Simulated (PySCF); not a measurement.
## Spinor energies of N³⁺ (nitrogen, charge +3)

Start: [He] 2s2. Calculated with PySCF 2.14 in x2c-QZVPPall-2c (7s4p3d2f1g, 57 functions): generalised Hartree-Fock with the X2C-1e Hamiltonian and a Gaussian nucleus; one run each with spin-orbit coupling (SO) switched off, then screened by Boettger's factors.

| spinor shell | electrons | ε, spin-free (eV) | ε, screened SO (eV) | weight of nominal j (screened SO) | rms radius, screened SO (bohr) |
| --- | --- | --- | --- | --- | --- |
| 1s1/2 | 2 | -493.30 | -493.30 | 1.000 | 0.263 |
| 2s1/2 | 2 | -75.332 | -75.332 | 1.000 | 1.20 |

| quantity | spin-free | screened SO |
| --- | --- | --- |
| E (hartree) | -51.11198 | -51.11198 |
| M_J | 0 | 0 |
| ⟨J²⟩ | 0.000 | 0.000 |
| ⟨L²⟩ | 0.000 | 0.000 |
| ⟨S²⟩ | 0.000 | 0.000 |

Without spin-orbit coupling the j labels of p, d and f shells carry no meaning; the spin-free column gives the mean over the occupied spinors of each nl shell.
